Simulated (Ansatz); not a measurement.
# Pulling the pair apart

The pair of K⁺ (SMILES [K+], atom 1) and N2 (SMILES N#N, atoms 2–3), both closed shells, in one local arrangement (a lower one may exist), relaxed at PBE0-D4/def2-TZVP:

```
atom    x (Å)    y (Å)    z (Å)
  K1  -0.0043   0.0441  -2.3477
  N2   0.0012  -0.0118   0.6297
  N3   0.0031  -0.0323   1.7182
```

N2 is shifted rigidly along the line between the mean atom positions of the two fragments (negative: closer). Counterpoise interaction energies in kJ/mol. Program: Ansatz 0.2.0. Basis: def2-TZVPPD. Cores are frozen in the correlated methods. The outer core shell of Li, Na, Mg and K is correlated. The def2 sets are not built for correlating such inner shells, so the correlated values are less sure here. B3LYP uses VWN-RPA correlation.

| shift (Å) | HF | wB97M-V | B3LYP-D4 |
| --- | --- | --- | --- |
| -0.30 | -8.2 | -15.9 | -17.2 |
| -0.15 | -13.4 | -19.5 | -21.2 |
| 0.00 | -15.2 | -20.1 | -22.3 |
| 0.15 | -15.3 | -19.2 | -22.7 |
| 0.36 | -13.9 | -16.9 | -23.0 |
| 0.74 | -10.6 | -12.4 | -18.3 |
| 1.49 | -6.0 | -6.8 | -10.0 |
| 2.98 | -2.3 | -2.6 | -3.4 |

Question: What does CCSD(T) give at these shifts? (To be estimated.)

Answer: By the calculation: -13.9, -18.3, -19.3, -18.8, -16.7, -12.4, -6.9, -2.7 kJ/mol. For zero shift, CCSD(T) at an estimated basis limit (MP2 extrapolated from triple and quadruple zeta, plus CCSD(T) − MP2 in triple zeta) gives -20.7 kJ/mol. These are counterpoise interaction energies, counted from the two frozen fragments.

T1 diagnostic: at most 0.010.

For scale, one of the runs: CCSD(T)/def2-TZVPPD, 110 basis functions, launched by `ansatz run in.yaml --threads 2 --pin off --events-out ev --progress --plain --max-ram 5222MiB`. Hardware: 2 CPU threads, shared host. Wall time about 2.3 s.
